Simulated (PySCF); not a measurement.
Gas-phase reaction: GaCl3 + CCl = GaCl + CCl3

Computed with PySCF and rigid-rotor harmonic-oscillator thermochemistry at 1 bar. † marks an energy on the PBE0/def2-TZVP geometry and frequencies; other levels use their own. MP2 freezes the core. 6-31G* has spherical d functions here. Open shells (unrestricted): CCl (multiplicity 2, electronic degeneracy 4), CCl3 (multiplicity 2); the rest are closed-shell singlets. Spin-orbit splitting is ignored; it lowers the true energy and changes the entropy of CCl. B3LYP is the form with VWN-RPA correlation. Ga: all electrons, no relativistic terms. MP2 isn't extrapolated to the basis-set limit; its ΔH°(298 K) is 43.0 kJ in def2-SVP and 29.9 kJ in def2-TZVPP. The harmonic model lacks anharmonicity and excited electronic states, which grow with temperature; levels with a mode under 35 cm⁻¹ are left out.

```json
[
 {"level": "B3LYP/def2-TZVP†", "ΔE electronic, kJ": "-10", "ΔH°(298 K), kJ": "-7", "ΔS°(298 K), J/K": "-9", "ΔG°(800 K), kJ": "2"},
 {"level": "BLYP/def2-TZVP†", "ΔE electronic, kJ": "-24", "ΔH°(298 K), kJ": "-21", "ΔS°(298 K), J/K": "-9", "ΔG°(800 K), kJ": "-12"},
 {"level": "HF/6-31G*", "ΔE electronic, kJ": "67", "ΔH°(298 K), kJ": "71", "ΔS°(298 K), J/K": "-9", "ΔG°(800 K), kJ": "80"},
 {"level": "HF/def2-TZVP†", "ΔE electronic, kJ": "90", "ΔH°(298 K), kJ": "93", "ΔS°(298 K), J/K": "-9", "ΔG°(800 K), kJ": "102"},
 {"level": "M06-2X/def2-TZVP†", "ΔE electronic, kJ": "25", "ΔH°(298 K), kJ": "28", "ΔS°(298 K), J/K": "-9", "ΔG°(800 K), kJ": "37"},
 {"level": "MP2/def2-TZVPP†", "ΔE electronic, kJ": "27", "ΔH°(298 K), kJ": "30", "ΔS°(298 K), J/K": "-9", "ΔG°(800 K), kJ": "38"},
 {"level": "PBE/def2-SVP", "ΔE electronic, kJ": "-34", "ΔH°(298 K), kJ": "-31", "ΔS°(298 K), J/K": "-10", "ΔG°(800 K), kJ": "-22"},
 {"level": "PBE/def2-TZVP†", "ΔE electronic, kJ": "-35", "ΔH°(298 K), kJ": "-32", "ΔS°(298 K), J/K": "-9", "ΔG°(800 K), kJ": "-24"},
 {"level": "PBE0/def2-SVP†", "ΔE electronic, kJ": "-10", "ΔH°(298 K), kJ": "-6", "ΔS°(298 K), J/K": "-9", "ΔG°(800 K), kJ": "2"},
 {"level": "LDA/def2-TZVP†", "ΔE electronic, kJ": "-70", "ΔH°(298 K), kJ": "-67", "ΔS°(298 K), J/K": "-9", "ΔG°(800 K), kJ": "-58"},
 {"level": "ωB97X-V/def2-TZVP†", "ΔE electronic, kJ": "13", "ΔH°(298 K), kJ": "17", "ΔS°(298 K), J/K": "-9", "ΔG°(800 K), kJ": "25"}
]
```
ΔH° is lowest at LDA/def2-TZVP† and highest at HF/def2-TZVP†. No reference value is set beside these.
